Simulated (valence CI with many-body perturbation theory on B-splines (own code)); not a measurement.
**Questions on Xe22+**

Computed by relativistic CI+MBPT: four valence electrons over a frozen Dirac-Fock core [Ar] 3d10, radial functions for each j: 11 s, 11 p, 9 d, 7 f, 5 g, 2 h, 1 i, with the one-electron correlation potential Σ1, the two-electron term Σ2, the three-electron term Σ3, Breit, model QED; selected CI, second order for the rest (own B-spline code, finite nucleus).

No measured spectrum was set against this ion. As an estimate, levels hold to about 250 cm⁻¹ or 0.2 % of their energy and the worst to 1 %, as in measured heavy ions of charge 2 to 7; those with d or f electrons hold less well.

Levels are named by their leading jj configuration (3d3/2^4 stands for four electrons in 3d with j = 3/2), which in mixed levels can hold well under half, so a name can repeat and another be missing.

Rates and lifetimes use the calculated energies. Strong lines usually hold to 10 to 20 %, long lifetimes can be off by a factor of two.

(1) What is the ground level?

(2) Among levels below 1533000 cm⁻¹, which E1 lines absorb most strongly from the ground level?

(3) What is the ionisation energy?

(4) What are the static dipole polarisabilities of the lowest levels?

(5) Name the longest-lived excited levels whose lifetime is computed, and their main decay.

(6) How well does LS coupling describe the low levels?

(7) Where does the other parity begin?

Results:

(1) (4s^2 4p1/2^2) J=0, composition 77 % 4s2 4p2 3P + 22 % 4s2 4p2 1S.

(2) to (4s^2 4p1/2 4d3/2) J=1 at 11.24 nm, f = 1.29; to (4s 4p1/2^2 4p3/2) J=1 at 17.30 nm, f = 0.384; to (4s 4p3/2^3) J=1 at 11.08 nm, f = 0.357.

(3) 701.4 eV; NIST lists 700 ± 4 eV (theoretical).

(4) (4s^2 4p1/2^2) J=0 0.193; (4s^2 4p1/2 4p3/2) J=1 0.205 (tensor 0.0080); (4s^2 4p1/2 4p3/2) J=2 0.204 (tensor 0.011) bohr³, of which the core gives 0.0116.

(5) (4s^2 4p1/2 4p3/2) J=2 at 133410 cm⁻¹ lives 5.32 ms, mostly by E2 to (4s^2 4p1/2^2) J=0; (4s^2 4p3/2 4d5/2) J=4 at 966620 cm⁻¹ lives 49.0 μs, mostly by M1 to (4s^2 4p1/2 4d5/2) J=3; (4s^2 4p1/2 4p3/2) J=1 at 113610 cm⁻¹ lives 48.7 μs, mostly by M1 to (4s^2 4p1/2^2) J=0.

(6) Among the lowest 20 levels the leading LS term, summed over configurations, holds 65 % on average. For single configurations the figures are 63 % in LS and 81 % in jj coupling. Terms mix most in the J = 1 level at 902530 cm⁻¹, where the leading one holds 38 %.

(7) At (4s 4p1/2^2 4p3/2) J=2, 505250 cm⁻¹.
